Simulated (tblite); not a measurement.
Problem. Write Cartesian coordinates for `CC(=O)c1cccc2ccccc12` as optimised with GFN2-xTB.

Solution. 
```
atom  x, y, z in Å
C1    -3.3311   -0.2611   -0.6009
C2    -2.1213   -0.7567    0.1603
O3    -2.1227   -1.8362    0.7070
C4    -0.9585    0.1695    0.1846
C5    -1.1753    1.5258    0.2988
C6    -0.1118    2.4329    0.3509
C7     1.1765    1.9845    0.2653
C8     1.4511    0.6078    0.1391
C9     2.7779    0.1363    0.0477
C10    3.0409   -1.1991   -0.0640
C11    1.9836   -2.1199   -0.0972
C12    0.6858   -1.6954   -0.0193
C13    0.3773   -0.3246    0.1098
H14   -3.0384    0.2737   -1.5003
H15   -3.9639   -1.1083   -0.8538
H16   -3.9047    0.4105    0.0357
H17   -2.1817    1.9071    0.3815
H18   -0.3213    3.4871    0.4578
H19    2.0047    2.6778    0.2976
H20    3.5830    0.8572    0.0685
H21    4.0594   -1.5526   -0.1305
H22    2.2019   -3.1740   -0.1868
H23   -0.1162   -2.4153   -0.0417
```

Any rigid rotation of these coordinates is as good. Atoms count from 1 in this order. The 6-membered ring C4–C5–C6–C7–C8–C13 has internal angles of 118.6° to 121.4° (sum 720°, against 720° for a flat polygon); it is planar, 0.01 Å rms from its mean plane, widest ring torsion 1°. The C–C distances run from 1.366 Å (C9–C10, aromatic) to 1.513 Å (C1–C2, drawn single), a spread of 0.147 Å. The 6-membered ring C8–C9–C10–C11–C12–C13 has internal angles of 118.3° to 120.9° (sum 720°, against 720° for a flat polygon); it is planar, 0.00 Å rms from its mean plane, widest ring torsion 1°. Of the pairs four or more bonds apart, O3···H23 is among the closest relative to their van der Waals radii: 2.22 Å, 82 % of the sum of Bondi's values.

Bonds between heavy atoms (Å): C1–C2 1.513, C2=O3 1.210, C2–C4 1.487, C4–C5 1.378, C5–C6 1.399, C6–C7 1.367, C7–C8 1.409, C8–C9 1.411, C9–C10 1.366, C10–C11 1.402, C11–C12 1.368, C12–C13 1.411, C4–C13 1.426, C8–C13 1.422.

Computed geometry: GFN2-xTB, gas phase.

Point group: C1 (no symmetry element, even within 0.4 Å). Its GFN2-xTB frequencies are all real (lowest 48 cm⁻¹). The numbers are those of one conformer (C1–C2–C4–C5 38°). 2 starts were optimised and ended at 0.00 and 4.61 kcal/mol (GFN2-xTB); the lowest of these is shown.
